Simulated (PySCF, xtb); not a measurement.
IrO₄, SMILES [O]=[Ir+](=[O])(=[O])=[O], charge +1, multiplicity 1.

Harmonic wavenumbers (cm⁻¹) from xtb with GFN2-xTB at its own minimum, in rising order: 262, 262, 262, 285, 285, 810, 907, 907, 908.

What does PBE-D3(BJ)/def2-SVP (PySCF) give at its own minimum? (Estimate from the structure and the level; the computed values follow.)

319, 319, 320, 320, 320, 935, 946, 946, 946. Paired by order, the mean absolute difference is 54 cm⁻¹ and the zero-point energies are 7.0 and 7.7 kcal/mol.
